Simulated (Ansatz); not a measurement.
Species: SiN2H5Cl, charge 0, singlet. SiN2H5Cl (SMILES N[SiH](N)Cl).
B3LYP-D3(BJ)/def2-TZVP minimum from Ansatz (a quantum-chemistry and plane-wave program):
```xyz
9

Si    -0.2239    -0.0966     0.5016
N     -1.4237    -0.9738    -0.3276
N      0.8945    -1.2088     1.1383
Cl     0.4998     1.2382    -0.9289
H     -0.6274     0.7597     1.6329
H     -1.9387    -0.5709    -1.0921
H     -1.9039    -1.7449     0.1070
H      1.3047    -1.9207     0.5536
H      1.5078    -0.9427     1.8926
```

Total energies in hartree (Ansatz). UHF or UKS for unpaired electrons; spin-orbit terms are left out. Cores are frozen in correlated methods. No relativity. Where a partner has so few electrons that a lower coupled-cluster level is exact, that level stands in.

```tsv
species	HF/cc-pV(T+d)Z	CCSD(T)/cc-pV(T+d)Z	HF/cc-pV(Q+d)Z	CCSD(T)/cc-pV(Q+d)Z	CCSD(T)/cc-pV(D+d)Z	CCSDT(Q)/cc-pV(D+d)Z
1: SiN2H5Cl (SMILES N[SiH](N)Cl)	-860.45873	-861.26980	-860.47546	-861.34439	-861.01729	-861.01957
2: Si (triplet)	-288.85649	-288.93344	-288.85845	-288.93781	-288.91643	-288.91690
3: N (quartet)	-54.40069	-54.51471	-54.40372	-54.52482	-54.47850	-54.47866
4: Cl (doublet)	-459.48556	-459.67356	-459.48916	-459.69449	-459.60403	-459.60445
5: H (doublet)	-0.49981	-0.49981	-0.49995	-0.49995	-0.49928	-0.49928
```

Question: Work out the atomisation energy (electronic, to ground-state atoms) in kJ/mol: take Hartree-Fock from cc-pV(Q+d)Z, extrapolate the CCSD(T) correlation energy as X^-3 (X = 3, 4), and add CCSDT(Q) - CCSD(T) in cc-pV(D+d)Z. 1 hartree = 2625.5 kJ/mol.

Answer: 
Species 1: correlation (64·(-0.86893) - 27·(-0.81107))/37 = -0.91115; step -0.00228; E1 = -860.47546 + (-0.91115) + (-0.00228) = -861.38889
Species 2: correlation (64·(-0.07936) - 27·(-0.07695))/37 = -0.08112; step -0.00047; E2 = -288.85845 + (-0.08112) + (-0.00047) = -288.94004
Species 3: correlation (64·(-0.12110) - 27·(-0.11402))/37 = -0.12627; step -0.00016; E3 = -54.40372 + (-0.12627) + (-0.00016) = -54.53015
Species 4: correlation (64·(-0.20533) - 27·(-0.18800))/37 = -0.21798; step -0.00042; E4 = -459.48916 + (-0.21798) + (-0.00042) = -459.70756
Species 5: correlation (64·(0.00000) - 27·(0.00000))/37 = 0.00000; step +0.00000; E5 = -0.49995 + (0.00000) + (+0.00000) = -0.49995
-1·E1 +1·E2 +2·E3 +1·E4 +5·E5 = 1.18124 hartree = 3101.3 kJ/mol.
